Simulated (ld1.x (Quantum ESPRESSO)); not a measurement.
**Before and after: TM potential for argon (Ar)**

```
Element                 : Ar (Z = 18)
Generator               : ld1.x (Quantum ESPRESSO) 7.5
Type                    : norm-conserving Troullier–Martins (Kleinman–Bylander form)
Functional              : PBEsol
Relativity              : scalar-relativistic
Frozen core             : [Ne]
Valence charge          : 8
Reference configuration : 3s2 3p5 (charge +1)
Partial waves           : 3p (bound): rc 1.40 bohr; 3d channel at 0.1 Ry: rc 1.30 bohr; 3s (bound): rc 0.90 bohr
Local potential         : the s channel
Core correction         : Bessel-smoothed model core inside 0.90 bohr
```

All-electron outer shells of the reference configuration (PBEsol, scalar-relativistic, ld1.x):

```
shell  level (eV)  outermost node (bohr)  outermost maximum (bohr)
   3s      -36.60                   0.52                      1.16
   3p      -22.07                   0.49                      1.26
```

Change: all radii but the core radius scaled by about 1.38 (s 1.24, p 1.94, d 1.80 bohr).

Cutoffs: the cutoffs (Ry, on a coarse ladder) from which the occupation-weighted sum of valence levels, in a spherical-Bessel basis at the reference potential, stays within 10 and 1 mRy of its value at 400 Ry; they do not see the model core or the augmentation charge, which bear on the density cutoff. Errors are all-electron minus pseudo energies relative to the spin-unpolarised reference configuration.

Q: What does the change do?

A: The potential gets softer (160 Ry and 300 Ry → 60 Ry and 90 Ry); of the 6 tests that both files solve, the error grows in 1 and shrinks in 5 by more than 15 % and 0.3 meV (median size 9.4 → 6.2 meV); neither file shows a bound ghost. A larger radius leaves more room for a smooth pseudo-wave, so fewer plane waves are needed.

```csv
quantity,base,changed
"cutoff, loose",160 Ry,60 Ry
"cutoff, tight",300 Ry,90 Ry
loose cutoff by channel (10 mRy a level),"p 18 Ry, s 100 Ry","p 18 Ry, s 45 Ry"
bound ghosts,none,none
"error for 3s2 3p6, meV [ΔE -16.01 eV]",+8.0,+6.3
"error for 3s2 3p4, meV [ΔE 28.60 eV]",+11,+6.2
"error for 3s2 3p3, meV [ΔE 71.13 eV]",+67,+38
"error for 3s1 3p6, meV [ΔE 14.57 eV]",-2.8,+3.3
"error for 3s2 3p2, meV [ΔE 128.70 eV]",+204,+107
"error for 3s2 3p5.5, meV [ΔE -9.49 eV]",+2.9,+2.3
```
